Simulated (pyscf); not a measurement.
## [HN–AlH₂]•, doublet

Gas-phase minimum from PySCF at ωB97X-D3(BJ)/def2-SVP, one conformer. [HN–AlH₂]• lies 30.0 kcal/mol over its isomer [H₂N–AlH]• (electronic energy, ωB97M-D3(BJ)/def2-TZVP). 

```xyz
5

N      0.5970     0.8136     0.5622
Al     0.0860     0.0553    -0.9340
H      0.8838     1.2431     1.4315
H     -1.4505     0.1334    -1.3011
H      1.1986    -0.6485    -1.8106
```
Charge 0, spin multiplicity 2.

Bond lengths (Å): N1–Al2 1.753, N1–H3 1.011, Al2–H4 1.582, Al2–H5 1.582. Bond angles (°): Al2–N1–H3 179.3, N1–Al2–H4 117.4, N1–Al2–H5 117.4, H4–Al2–H5 125.2.

Properties at ωB97X-D3(BJ)/def2-SVP:

```json
{
  "harmonic_wavenumbers_unscaled": "225, 412, 567, 621, 768, 872, 1977, 1978, 3727 cm⁻¹",
  "zero_point_energy": "15.9 kcal/mol",
  "rotational_symmetry_number": "2",
  "Entropy of this conformer at 298 K and 1 atm, rigid rotor and harmonic oscillator, modes under 100 cm⁻¹ raised to 100": "257.9 J/(mol K)",
  "dipole_moment": "1.02 D",
  "Spin expectation value S2": "0.755"
}
```

Single-point totals, which compare only within one level (frozen core for MP2 and CC):

```
level                   total energy (hartree)
----------------------  ----------------------
ωB97X-D3(BJ)/def2-TZVP              -298.98931
PBE/def2-TZVP                       -298.73550
r²SCAN/def2-TZVP                    -298.89003
B3LYP-D3(BJ)/def2-TZVP              -298.98164
PBE0-D3(BJ)/def2-TZVP               -298.76544
M06-2X/def2-TZVP                    -298.89637
ωB97M-D3(BJ)/def2-TZVP              -299.00064
UHF/def2-TZVPP                      -298.10907
MP2/def2-TZVPP                      -298.36326
CCSD/def2-TZVPP                     -298.39392
CCSD(T)/def2-TZVPP                  -298.40246
```

The CCSD(T) − MP2 part came from Ansatz, without density fitting, on the same reference.
